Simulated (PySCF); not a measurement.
# How methods differ on the ionisation energy of Ce²⁰⁺

Ce²⁰⁺ [Kr] 4d2 [4d3/2^2, M_J = 2] → Ce²¹⁺ [Kr] 4d1 [4d3/2^1, M_J = 3/2], as a difference of total energies. Computed with PySCF 2.14 in an even-tempered Gaussian basis (18 s from 1.3 bohr⁻², ratio 2.8; 14 p from 1.7 bohr⁻², ratio 2.8; 9 d from 1.7 bohr⁻², ratio 2.8; 4 f from 6.2 bohr⁻², ratio 3), with the two-component X2C-1e Hamiltonian. Correlated levels: [Ar] 3d10 frozen; the 94 highest virtual spinors dropped. "Screened" scales the spin-orbit matrix elements by Boettger's factors to mimic the two-electron term; Breit and QED terms are absent.

```tsv
method	ionisation energy (eV)
GHF (screened spin-orbit)	578.71
GMP2 (screened spin-orbit)	579.05
```

Problem. How much does correlation contribute at GMP2 (screened spin-orbit)?

Solution. 579.05 − (578.71) = 0.34 eV, measured against GHF (screened spin-orbit).

Breit and QED terms and the two-electron picture change are absent.

The labels give the starting determinants; with spin-orbit coupling the two ends relaxed to ⟨J²⟩ = 6.13, ⟨L²⟩ = 10.75, ⟨S²⟩ = 1.64 and ⟨J²⟩ = 3.75, ⟨L²⟩ = 6.03, ⟨S²⟩ = 0.78.

For comparison: 579 ± 4 eV (theoretical estimate listed by NIST; NIST Atomic Spectra Database, ionization energies).
